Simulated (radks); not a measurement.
Values are calculated unless marked as measured or tabulated.
All-electron atom: Pm1.25+ in [Xe] 4f3.75 6s1 6p1 (fractional occupations, a model configuration).

Level of theory: scalar-relativistic Kohn-Sham, SCAN, spin-unpolarised, spherical densities, finite nucleus; meta-GGA in the generalised Kohn-Sham scheme; Fermi nuclear charge, rms radius 4.962 fm (a radial shooting solver on a logarithmic mesh with Libxc functionals).

Energy parts (eV):
| part | energy |
|---|---|
| total | -272684.53 |
| kinetic | 290837.14 |
| electron-nucleus | -661796.24 |
| Hartree | 104502.64 |
| exchange-correlation | -6228.07 |

Orbitals (lengths in bohr, moments of r in powers of bohr; r(90%) holds 90 % of the orbital's charge):
orbital,occ.,eigenvalue (eV),<r^4>,r(90%)
1s,2,-45108.16,1.419e-06,0.0419
2s,2,-7372.877,0.0002295,0.153
2p,6,-6582.263,0.0001699,0.142
3s,2,-1634.239,0.009032,0.381
3p,6,-1384.104,0.009474,0.387
3d,10,-1041.784,0.007736,0.369
4s,2,-345.4900,0.2262,0.849
4p,6,-262.7461,0.2959,0.909
4d,10,-145.6271,0.4794,1.03
5s,2,-59.4778,7.122,2.01
5p,6,-38.5713,12.97,2.34
4f,3.75,-20.8278,3.175,1.58
6s,1,-12.1362,306.1,5.17
6p,1,-8.2806,628.2,6.17

The highest occupied level is 6p at -8.281 eV. Summed over all electrons, <r^2> = 71.90 bohr^2, which gives a Langevin (diamagnetic) susceptibility term of -56.9 x 10^-6 cm^3/mol.
